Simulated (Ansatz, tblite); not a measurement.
Cost and result up the ladder for HfSe₂⁻ (the lowest doublet isomer of a short search) (3 atoms). Charge -1, multiplicity 2. Geometry: PBE0-D4/def2-TZVPD.

```
atom   x (Å)   y (Å)   z (Å)
 Hf1   0.487  -0.593   0.114
 Se2  -0.011   0.087  -2.134
 Se3  -0.476   0.506   2.020
```

Ansatz on 4 threads of Arm Neoverse V1 on a shared host; xTB runs through tblite on one thread. Times are rough, summed over both states, and most runs start from the orbitals of an earlier one. PBE0-D4/def2-TZVPD serves as the yardstick here, not as an exact answer. The other state is a singlet.

In the def2 sets Hf takes a core potential; there is no spin–orbit coupling. The xTB rows come from tblite. The structure comes from a short search, and lower isomers may exist.

Raw xTB energies of ions are shifted by several eV, and xTB has no spin-polarisation term.

```
                           level  functions  wall time  vertical IE (eV)  difference from PBE0-D4/def2-TZVPD (eV)
                        GFN1-xTB         27    0.006 s              4.41                                     1.72
                        GFN2-xTB         27    0.008 s              6.67                                     3.98
               PBE-D4/def2-TZVPD        157      6.3 s              2.54                                    -0.15
PBE0-D4/def2-TZVPD (with forces)        157       12 s              2.69                                     0.00
            r2SCAN-D4/def2-TZVPD        157       15 s              2.65                                    -0.04
```
